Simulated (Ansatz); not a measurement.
Ge20H28, a nanocrystal cut from cubic germanium. Total charge 0; singlet. Geometry PBE-D4/def2-SVP, basis def2-TZVP, Ansatz.

```
run  HOMO (eV)  LUMO (eV)
  A      -5.95      -2.01
  B      -5.91      -1.91
  C      -6.83      -1.31
  D      -6.18      -1.86
```

Single mean-field runs in def2-TZVP are fitted with def2-universal-jkfit.

Task: The runs used PBE, PBE0, r2SCAN, revPBE. Estimate which is which.

Result: A PBE (0 % exact exchange); B revPBE (0 % exact exchange); C PBE0 (25 % exact exchange); D r2SCAN (0 % exact exchange). Exact exchange lowers occupied and raises empty levels; among semilocal functionals meta-GGAs tend to open the gap a little, and such runs are hard to tell apart. The gap grows from 3.94 eV (PBE) to 5.52 eV (PBE0).
